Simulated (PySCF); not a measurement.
Mayer bond orders and bond lengths

Species: C₅H₈Cl₂Si.
SMILES with atom numbers: `[CH3:1][C:2]#[C:3][Si@H:4]([CH3:5])[CH:6]([Cl:7])[Cl:8]` (hydrogens: H9, H10, H11 on C1; H12 on Si4; H13, H14, H15 on C5; H16 on C6)

Structure used (GFN2-xTB), in Å, numbered top down from 1:
```xyz
16
C5H8Cl2Si angstrom
C      3.385   -0.574   -0.101
C      2.006   -0.220    0.130
C      0.853    0.082    0.317
Si    -0.918    0.501    0.600
C     -1.984   -1.046    0.830
C     -1.480    1.380   -1.032
Cl    -1.376    0.266   -2.412
Cl    -3.151    1.960   -0.862
H      3.587   -1.566    0.301
H      4.041    0.147    0.388
H      3.592   -0.574   -1.170
H     -1.079    1.498    1.663
H     -3.034   -0.787    0.936
H     -1.682   -1.593    1.717
H     -1.890   -1.714   -0.022
H     -0.878    2.248   -1.296
```

Bond orders from the PBE0/pcSseg-1 density (PySCF). One conformer (not necessarily the lowest) at the GFN2-xTB geometry, without solvent, vibrations or thermal averaging.

Where do the orders between heavy atoms depart from those drawn in the SMILES?

The largest departure is 0.464, at C2–C3 (drawn triple, 2.536). Drawn single, order above 1.12: C1–C2 (1.185). Drawn single, order below 0.88: Si4–C6 (0.717). Drawn double or triple, more than 0.30 short of the drawn order: C2–C3 (2.536).

Set the Mayer orders of the bonds between heavy atoms beside their lengths.

| bond | drawn as | length (Å) | Mayer order |
| --- | --- | --- | --- |
| C1–C2 | single | 1.443 | 1.185 |
| C2–C3 | triple | 1.206 | 2.536 |
| C3–Si4 | single | 1.842 | 0.992 |
| Si4–C5 | single | 1.892 | 0.989 |
| Si4–C6 | single | 1.937 | 0.717 |
| C6–Cl7 | single | 1.776 | 0.991 |
| C6–Cl8 | single | 1.778 | 0.982 |

Bonds between the same two heavy elements. C–C: lowest C1–C2 (1.185, 1.443 Å), highest C2–C3 (2.536, 1.206 Å). C–Si: lowest Si4–C6 (0.717, 1.937 Å), highest C3–Si4 and Si4–C5 (0.992, 1.842 Å). C–Cl: all 2 within 0.02 of one another (0.982 to 0.991). Bonds named together lie within 0.004.

And the bonds to hydrogen?

C–H: 0.92 to 0.96 (7 bonds); H–Si: 0.94 (1 bond).

Sum the orders of all bonds at each heavy atom with more than one neighbour and set the sums beside the valence in the SMILES.

C1 3.947 (drawn 4), C2 3.721 (drawn 4), C3 3.528 (drawn 4), Si4 3.637 (drawn 4), C5 3.838 (drawn 4), C6 3.613 (drawn 4). Orders between atoms that aren't bonded are not in these sums.

For a closed shell the Mayer order of atoms A and B is Σ (PS)μν (PS)νμ over the basis functions μ on A and ν on B, with P the density and S the overlap matrix.
